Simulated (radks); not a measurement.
All-electron atom: Ar3+ in [He] 2s2 2p5.75 3s2 3p3 4f0.25 (fractional occupations, a model configuration). All-electron calculation, Dirac Kohn-Sham, XLYP, spin-unpolarised, spherical densities, point nucleus; open shells are shared between the two j in proportion to 2j + 1. Program: a radial shooting solver on a logarithmic mesh with Libxc functionals.

Spin-orbit splittings of the eigenvalues, e(l+1/2) - e(l-1/2), with zeta = 2 splitting/(2l+1) and mean radii in bohr:

| shell | occ. | splitting (eV) | zeta (eV) | <r> j=l-1/2 | <r> j=l+1/2 |
|---|---|---|---|---|---|
| 2p | 5.75 | 2.286 | 1.524 | 0.3712 | 0.3735 |
| 3p | 3 | 0.2670 | 0.1780 | 1.360 | 1.365 |
| 3d | 0 | 0.01993 | 0.007971 | 1.609 | 1.610 |
| 4f | 0.25 | 0.0003222 | 0.00009207 | 4.580 | 4.581 |
